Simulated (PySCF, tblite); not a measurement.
Isomers of C3H14FPSi3, one GFN2-xTB conformer each. Single-point energies are computed at PBE0/pcSseg-1 (PySCF, gas phase, no added dispersion term), electronic only.

```tsv
SMILES	GFN2-xTB relative energy (kcal/mol)
CCC[Si@@H](F)P([SiH3])[SiH3]	0.0
C[Si@@](P)(C[SiH3])C[SiH2]F	22.5
```

Conformers: `[CH3:1][CH2:2][CH2:3][Si@@H:4]([F:5])[P:6]([SiH3:7])[SiH3:8]` with C1–C2–C3–Si4 -179°, C2–C3–Si4–F5 63°, C3–Si4–P6–Si7 76°; `[CH3:1][Si@@:2]([PH2:3])([CH2:4][SiH3:5])[CH2:6][SiH2:7][F:8]` with C1–Si2–P3–H -29° and 64°, C1–Si2–C4–Si5 175°, C1–Si2–C6–Si7 -58°, Si2–C6–Si7–F8 -45°.

What does PBE0/pcSseg-1 give for the same structures?

```json
{"SMILES": "C[Si@@](P)(C[SiH3])C[SiH2]F", "PBE0/pcSseg-1 E (Eh)": "-1431.69987", "PBE0/pcSseg-1 (kcal/mol)": "0.0", "GFN2-xTB (kcal/mol)": "22.5", "point group": "C1"}
{"SMILES": "CCC[Si@@H](F)P([SiH3])[SiH3]", "PBE0/pcSseg-1 E (Eh)": "-1431.69182", "PBE0/pcSseg-1 (kcal/mol)": "5.1", "GFN2-xTB (kcal/mol)": "0.0", "point group": "C1"}
```

GFN2-xTB puts CCC[Si@@H](F)P([SiH3])[SiH3] lowest instead. 

Which frontier levels, dipoles and rotational constants go with these structures?

| SMILES | HOMO (eV, PBE0/pcSseg-1) | LUMO (eV) | dipole (D) | A, B, C (MHz) |
| --- | --- | --- | --- | --- |
| C[Si@@](P)(C[SiH3])C[SiH2]F | -7.23 | 0.19 | 1.88 | 1042, 703.1, 525.8 |
| CCC[Si@@H](F)P([SiH3])[SiH3] | -7.24 | -0.38 | 1.93 | 1491, 511.3, 405.8 |

What happens when harmonic zero-point energies from GFN2-xTB frequencies are added?

| SMILES | ZPE (kcal/mol) | electronic (kcal/mol) | with ZPE (kcal/mol) |
| --- | --- | --- | --- |
| C[Si@@](P)(C[SiH3])C[SiH2]F | 95.3 | 0.0 | 0.0 |
| CCC[Si@@H](F)P([SiH3])[SiH3] | 97.0 | 5.1 | 6.8 |

The zero-point energies span 1.7 kcal/mol. The order is unchanged.
